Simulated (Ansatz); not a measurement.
Ansatz results at the PBE0-D4/def2-TZVP geometry: size of the dipole moment (PBE/def2-TZVPP) 0.93 D; size of the dipole moment (B3LYP/def2-TZVPP) 0.94 D; LUMO energy (PBE/def2-TZVPP) -0.99 eV.

Each molecule was computed in one conformer, which needn't be the lowest.

Problem. Which molecule gave them?
A. `C[Se][Se][SiH3]`
B. `[SiH3][Se][GeH3]`
C. `C=C[Se][SiH2]C`
D. `C[SiH2][Se][Se]C`

Solution. C. The others give `C[Se][Se][SiH3]`: 1.52, 1.54, -2.36; `C[SiH2][Se][Se]C`: 1.45, 1.50, -2.23; `[SiH3][Se][GeH3]`: 0.96, 1.01, -1.29.

B3LYP here is the variant with VWN-RPA as its local correlation; programs differ in this.
